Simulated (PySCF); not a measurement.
C₅H₄F₆O₃.
Numbering: `[O:1]=[C:2]([OH:3])[C@@H:4]([CH2:5][O:6][C:7]([F:8])([F:9])[F:10])[C:11]([F:12])([F:13])[F:14]` (hydrogens: H15 on O3; H16 on C4; H17, H18 on C5)

Computed by this run: PySCF, PBE0-D3(BJ)/def2-SVP geometry optimisation, gas phase; density fitting, grid level 1; the optimiser is geomeTRIC in internal coordinates, started from a GFN2-xTB structure with every atom displaced at random (about 0.01 Å).

The end geometry, which sets the zero of energy:
```
atom  x, y, z in Å
O1     -1.9133    0.9420    1.3220
C2     -1.2768    1.1510    0.3275
O3     -1.1701    2.3408   -0.2576
C4     -0.4914    0.0829   -0.4164
C5      0.2314   -0.8181    0.5766
O6      1.2225   -0.0889    1.2835
C7      2.4654   -0.1212    0.7899
F8      3.2332    0.6299    1.5483
F9      2.9648   -1.3592    0.7621
F10     2.5262    0.3407   -0.4686
C11    -1.4198   -0.7419   -1.2925
F12    -0.7097   -1.5470   -2.0868
F13    -2.1733    0.0359   -2.0663
F14    -2.2328   -1.5083   -0.5665
H15    -1.7040    2.9631    0.2623
H16     0.2236    0.5656   -1.0955
H17     0.6765   -1.6850    0.0668
H18    -0.4839   -1.1718    1.3295
```

**Question.** These geometries come from the run, each turned onto the end geometry. Order them by energy, lowest first.
A.
```
atom  x, y, z in Å
O1     -1.9409    0.9338    1.3133
C2     -1.2899    1.1483    0.3291
O3     -1.1754    2.3417   -0.2464
C4     -0.4929    0.0834   -0.4083
C5      0.2265   -0.8121    0.5919
O6      1.2338   -0.0883    1.2813
C7      2.4719   -0.1231    0.7747
F8      3.2542    0.6048    1.5420
F9      2.9598   -1.3651    0.7149
F10     2.5295    0.3650   -0.4740
C11    -1.4092   -0.7446   -1.2958
F12    -0.6906   -1.5655   -2.0667
F13    -2.1366    0.0323   -2.0957
F14    -2.2478   -1.4940   -0.5819
H15    -1.7180    2.9600    0.2694
H16     0.2262    0.5696   -1.0812
H17     0.6552   -1.6944    0.0942
H18    -0.4873   -1.1414    1.3573
```
B.
```
atom  x, y, z in Å
O1     -1.9404    0.9604    1.3025
C2     -1.2781    1.1439    0.3205
O3     -1.1637    2.3384   -0.2541
C4     -0.4834    0.0666   -0.4040
C5      0.2242   -0.8293    0.6081
O6      1.2332   -0.1053    1.2933
C7      2.4634   -0.1097    0.7671
F8      3.2523    0.5855    1.5580
F9      2.9538   -1.3460    0.6432
F10     2.4972    0.4379   -0.4576
C11    -1.4064   -0.7470   -1.2954
F12    -0.6950   -1.5726   -2.0683
F13    -2.1207    0.0481   -2.0885
F14    -2.2542   -1.4926   -0.5857
H15    -1.7107    2.9554    0.2578
H16     0.2456    0.5402   -1.0716
H17     0.6465   -1.7180    0.1190
H18    -0.4948   -1.1453    1.3740
```
C.
```
atom  x, y, z in Å
O1     -1.9382    0.9305    1.3094
C2     -1.2861    1.1444    0.3260
O3     -1.1607    2.3333   -0.2579
C4     -0.4896    0.0732   -0.4040
C5      0.2252   -0.8221    0.6006
O6      1.2337   -0.0990    1.2885
C7      2.4662   -0.1120    0.7695
F8      3.2490    0.5937    1.5577
F9      2.9510   -1.3524    0.6686
F10     2.5090    0.4166   -0.4639
C11    -1.4096   -0.7419   -1.2940
F12    -0.6957   -1.5684   -2.0622
F13    -2.1289    0.0487   -2.0899
F14    -2.2499   -1.4899   -0.5807
H15    -1.7030    2.9577    0.2503
H16     0.2348    0.5509   -1.0744
H17     0.6512   -1.7077    0.1071
H18    -0.4898   -1.1451    1.3678
```
D.
```
atom  x, y, z in Å
O1     -1.9277    0.9805    1.3285
C2     -1.3077    1.1872    0.3216
O3     -1.2267    2.3798   -0.2722
C4     -0.4993    0.1421   -0.4255
C5      0.2154   -0.7700    0.5697
O6      1.2402   -0.1093    1.2921
C7      2.4765   -0.1620    0.7780
F8      3.2925    0.4337    1.6188
F9      2.8836   -1.4232    0.5897
F10     2.5522    0.4486   -0.4145
C11    -1.3782   -0.7713   -1.2774
F12    -0.5956   -1.5658   -2.0164
F13    -2.1959   -0.1226   -2.0947
F14    -2.1182   -1.5592   -0.4957
H15    -1.7487    3.0098    0.2541
H16     0.1961    0.6603   -1.1100
H17     0.6274   -1.6544    0.0537
H18    -0.5172   -1.0937    1.3185
```
E.
```
atom  x, y, z in Å
O1     -1.9059    0.9091    1.3252
C2     -1.2955    1.1465    0.3303
O3     -1.2200    2.3191   -0.2866
C4     -0.4327    0.0899   -0.4117
C5      0.2361   -0.8435    0.5837
O6      1.2481   -0.1368    1.3208
C7      2.4733   -0.1235    0.7948
F8      3.3056    0.5200    1.6026
F9      2.9688   -1.3385    0.5908
F10     2.5222    0.4997   -0.3906
C11    -1.4214   -0.7438   -1.2723
F12    -0.7320   -1.6174   -2.0276
F13    -2.1458    0.0336   -2.1282
F14    -2.3027   -1.4467   -0.5556
H15    -1.7377    2.9906    0.1706
H16     0.2376    0.6006   -1.0741
H17     0.6624   -1.6993    0.0872
H18    -0.4919   -1.1489    1.3591
```

**Answer.** A (0.003 eV), C (0.008 eV), B (0.014 eV), D (0.057 eV), E (0.161 eV).

In the order of the answer:

| step | E above end (eV) | largest force (eV/Å) | rms force component (eV/Å) | rms distance from end (Å) | rms bond change (Å) | bond most changed (Å) |
| --- | --- | --- | --- | --- | --- | --- |
| 6 | 0.003 | 0.03 | 0.012 | 0.028 | 0.000 | C4–C11 +0.001 |
| 4 | 0.008 | 0.15 | 0.045 | 0.041 | 0.001 | C4–C11 -0.002 |
| 3 | 0.014 | 0.35 | 0.087 | 0.051 | 0.001 | C4–C5 +0.003 |
| 1 | 0.057 | 0.29 | 0.107 | 0.109 | 0.004 | C4–C11 +0.007 |
| 0 | 0.161 | 2.60 | 0.560 | 0.086 | 0.018 | C4–C11 +0.034 |

What follows is the cost of the whole optimisation. On an Arm Neoverse N1 with one thread, no GPU (shared host), this took 14 min of wall time and 0.97 GiB of memory at its peak.
